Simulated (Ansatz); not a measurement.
Saddle point of CH₇GaO, closed shell (GaH₃O ([OH][GaH2]) + CH₄ → CH₅Ga ([CH3][GaH2]) + H₂O (still joined by a long Ga–O bond); bonds formed: Ga1–C6, O2–H5; bonds broken: H5–C6; bonds weakened to dative contacts: Ga1–O2), PBE0-D4/def2-TZVP structure:

Ga1  (-0.807, 0.118, -0.834)
O2  (0.990, 0.947, -0.976)
H3  (-0.870, -1.191, -1.688)
H4  (-1.903, 1.207, -0.637)
H5  (0.779, 0.332, 0.082)
C6  (0.086, -0.343, 1.124)
H7  (1.605, 0.482, -1.551)
H8  (0.859, -1.096, 1.303)
H9  (-0.864, -0.878, 1.275)
H10  (0.125, 0.422, 1.900)
(Å)

Energies are electronic, without zero-point energy. Barriers and step energies count from the start structure reached by relaxing down the imaginary mode; all methods use the PBE0-D4 structures, on which another method's saddle can fall below an end. Ansatz 0.2.0; basis: def2-TZVPP, with def2-QZVPP for the basis limit; cores frozen in the correlated methods. Filled d shells of the heavier atoms are correlated. The def2 sets are not built for correlating such inner shells, so the correlated values are less sure here. B3LYP uses VWN-RPA correlation. Extrapolation: Hartree–Fock as exp(−7.88 √X), correlation as X^−2.97.

| method | barrier (kcal/mol) | step energy (kcal/mol) |
| --- | --- | --- |
| SPW92 | 19.95 | 5.36 |
| PBE-D4 | 28.71 | 9.50 |
| BLYP-D4 | 34.20 | 12.45 |
| r2SCAN-D4 | 30.37 | 9.43 |
| B97M-V | 35.38 | 10.45 |
| PBE0-D4 | ? | 8.16 |
| B3LYP-D4 | 35.29 | 11.05 |
| r2SCAN0-D4 | 31.90 | 8.28 |
| BHLYP-D4 | ? | 10.07 |
| CAM-B3LYP-D4 | 35.06 | 10.25 |
| wB97X-V | 34.63 | 9.50 |
| wB97M-V | 33.79 | 8.62 |
| B2PLYP | 35.72 | 10.90 |
| PBE-QIDH | 32.58 | 7.96 |
| RPA on PBE | 34.80 | 9.42 |
| HF | ? | 12.14 |
| MP2 | 33.25 | 8.97 |
| CCSD | 36.71 | 8.95 |
| CCSD(T) | 34.52 | 8.78 |

(1) Fill in the withheld barriers. (An estimate is asked for; the value comes from the calculation.)

T1 diagnostic: at most 0.014.

Answers

(1) Computed: HF 48.69; PBE0-D4 30.82; BHLYP-D4 38.29 kcal/mol. Each is the energy of the saddle less that of the start structure, by the same method.

For comparison, the barrier by CCSD(T) at an estimated basis limit (MP2 extrapolated from triple and quadruple zeta, plus CCSD(T) − MP2 in triple zeta) is 34.25 kcal/mol.

Labels in which every atom is bracketed show which atoms are joined, not bond orders.

For scale, one of the runs: CCSD(T)/def2-TZVPP, 208 basis functions, launched by `ansatz run in.yaml --threads 4 --pin off --events-out ev --progress --plain --max-ram 9574MiB`. Time: 63 s of wall clock on 4 CPU threads of an Arm Neoverse V1; the host was shared. Peak host memory: 2.8 GiB.
